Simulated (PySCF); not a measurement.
Ir⁺: excitation energy

Ir⁺ [Xe] 4f14 5d7 6s1 (5F) → Ir⁺ [Xe] 4f14 5d6 6s1 7s1 (7D), as a difference of total energies. All numbers are calculated (PySCF 2.14, scalar relativity through the core potential, in aug-cc-pwCVDZ-PP with ECP60MDF). Correlated levels: valence and next inner shell: nothing frozen outside the core potential. The calculations carry no spin-orbit coupling.

```
                                method  excitation energy (eV)
                                   UHF                  11.091
    MP2 (valence and next inner shell)                  12.027
SCS-MP2 (valence and next inner shell)                  12.162
   CCSD (valence and next inner shell)                  11.969
CCSD(T) (valence and next inner shell)                  12.019
```

How much does correlation contribute at CCSD(T) (valence and next inner shell)?

12.019 − (11.091) = 0.928 eV, measured against UHF.

The promoted electron is Rydberg-like, and one or two diffuse shells describe it only roughly, which tends to raise the upper state.
